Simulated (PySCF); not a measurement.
SMILES C[CH]CCOC(C)=O (C6H11O2), doublet, GFN2-xTB optimised geometry.

```
19

C      3.21    -1.57    -1.55
C      2.50    -0.28    -1.46
C      1.03    -0.20    -1.44
C      0.46    -0.34     0.00
O     -0.96    -0.34     0.00
C     -1.58     0.85     0.00
C     -3.07     0.67    -0.06
O     -1.01     1.90     0.04
H      4.10    -1.48    -2.17
H      2.57    -2.34    -1.96
H      3.56    -1.90    -0.56
H      3.06     0.60    -1.20
H      0.69     0.77    -1.82
H      0.59    -0.99    -2.04
H      0.83     0.48     0.62
H      0.76    -1.30     0.43
H     -3.56     1.53     0.38
H     -3.37     0.60    -1.11
H     -3.36    -0.24     0.45
```

Density from unrestricted PBE0/def2-SVP in PySCF at that geometry.

Minimum of the electron density along straight lines between bonded atoms, close to the bond critical point (lines longer than 1.1 times the sum of covalent radii, or with two minima, are not listed):

```tsv
bond	length / Å	ρ at the minimum / e bohr⁻³	∇²ρ there / e bohr⁻⁵	position (fraction from the first atom)
C1–C2	1.477	0.263	-0.62	0.50
C2–C3	1.475	0.265	-0.62	0.50
C3–C4	1.549	0.235	-0.52	0.49
C4–O5	1.423	0.243	-0.29	0.34
O5–C6	1.339	0.304	-0.36	0.67
C6–C7	1.506	0.259	-0.63	0.52
C6–O8	1.202	0.420	0.34	0.33
C1–H9	1.092	0.273	-0.99	0.62
C1–H10	1.088	0.276	-1.01	0.62
C1–H11	1.098	0.268	-0.94	0.62
C2–H12	1.077	0.283	-1.05	0.63
C3–H13	1.093	0.276	-1.01	0.63
C3–H14	1.093	0.275	-0.99	0.62
C4–H15	1.094	0.284	-1.10	0.65
C4–H16	1.091	0.285	-1.10	0.64
C7–H17	1.086	0.278	-1.04	0.64
C7–H18	1.089	0.273	-1.00	0.63
C7–H19	1.086	0.278	-1.04	0.63
```
